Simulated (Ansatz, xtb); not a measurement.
## Two structures of CH4FGeSi

Structure X is a doublet given by its coordinates and structure Y is a doublet given by its coordinates. Both are isolated molecules in the gas phase, relaxed with B3LYP-D3(BJ)/def2-SVP.

X (Å):

```xyz
8

C    -2.6751    0.4617   -0.3477
F    -4.4247    2.5720   -0.7965
Ge   -2.0302    3.9154    1.3699
Si   -3.0561    2.2582    0.0454
H    -2.5375    0.3350   -1.4351
H    -3.5214   -0.1782   -0.0445
H    -1.7653    0.1301    0.1732
H    -0.9995    2.7068    1.6472
```

Close contacts (Å): C1–Si4 1.88, F2–Si4 1.64, Ge3–Si4 2.36, C1–H5 1.10, C1–H6 1.10, C1–H7 1.10, Ge3–H8 1.61.

Y (Å):

```yaml
atoms:
  - { symbol: C, position_ang: [-2.7774, 0.1566, -0.2816] }
  - { symbol: F, position_ang: [-1.8926, 3.5091, -0.7034] }
  - { symbol: Ge, position_ang: [-3.4367, 1.0857, 1.4068] }
  - { symbol: Si, position_ang: [-2.6085, 3.2048, 0.7388] }
  - { symbol: H, position_ang: [-1.9659, -0.5299, 0.0162] }
  - { symbol: H, position_ang: [-3.6036, -0.4646, -0.6652] }
  - { symbol: H, position_ang: [-2.4099, 0.8071, -1.0868] }
  - { symbol: H, position_ang: [-2.6647, 4.5407, 1.4195] }
```

Close contacts (Å): C1–Ge3 2.04, F2–Si4 1.64, Ge3–Si4 2.37, C1–H5 1.10, C1–H6 1.10, C1–H7 1.10, Si4–H8 1.50.

Quicker runs give these differences E(Y) − E(X): GFN2-xTB +0.9 kcal/mol; HF/STO-3G +2.9 kcal/mol (at GFN2-xTB geometries); r2SCAN-D4/def2-SVP +11.1 kcal/mol (at GFN2-xTB geometries).

Estimate E(Y) − E(X) at the level CCSD(T)/def2-SVP + ΔMP2/def2-TZVPP.

Calculated at CCSD(T)/def2-SVP + ΔMP2/def2-TZVPP: E(Y) − E(X) = +9.6 kcal/mol, so structure X lies lower.

How the difference moves with the method:

| level | geometry | E(Y) − E(X) (kcal/mol) | departure from the last row (kcal/mol) | job, with rough time for the two |
| --- | --- | --- | --- | --- |
| GFN2-xTB | GFN2-xTB | +0.9 | −8.6 | optimisation, 0.5 s |
| HF/STO-3G | GFN2-xTB | +2.9 | −6.7 | single point, 2.9 s |
| r2SCAN-D4/def2-SVP | GFN2-xTB | +11.1 | +1.5 | single point, 8.1 s |
| B3LYP-D3(BJ)/def2-SVP | B3LYP-D3(BJ)/def2-SVP | +9.3 | −0.2 | optimisation, 3.6 min |
| HF/def2-SVP | B3LYP-D3(BJ)/def2-SVP | +9.4 | −0.1 | part of the CCSD(T) run |
| MP2/def2-SVP | B3LYP-D3(BJ)/def2-SVP | +10.2 | +0.7 | part of the CCSD(T) run |
| CCSD(T)/def2-SVP | B3LYP-D3(BJ)/def2-SVP | +9.3 | −0.2 | single point |
| CCSD(T)/def2-SVP + ΔMP2/def2-TZVPP | B3LYP-D3(BJ)/def2-SVP | +9.6 |  | single point, 98 s |

The levels shown agree on the order. The largest departure from CCSD(T)/def2-SVP + ΔMP2/def2-TZVPP is that of GFN2-xTB, 8.6 kcal/mol. The last row adds to CCSD(T) the change of the MP2 difference between the two basis sets, here +0.2 kcal/mol.

With harmonic frequencies from B3LYP-D3(BJ)/def2-SVP (ideal gas, rigid rotor, one conformer each, 298.15 K, 1 atm): on the last row, ΔE + ΔZPE = +9.9 kcal/mol. A mode under 50 cm⁻¹ makes harmonic enthalpies and free energies unreliable, so none is given.

Open shells are spin-unrestricted. The correlated steps freeze 16 core orbitals; the filled d shell of Ge is correlated, in a basis made for valence electrons. Run with Ansatz 0.2.0, xtb 6.7.1; the last row on 2 threads of Intel(R) Xeon(R) Platinum 8259CL CPU @ 2.50GHz (Skylake/Cascade Lake) on a shared host.
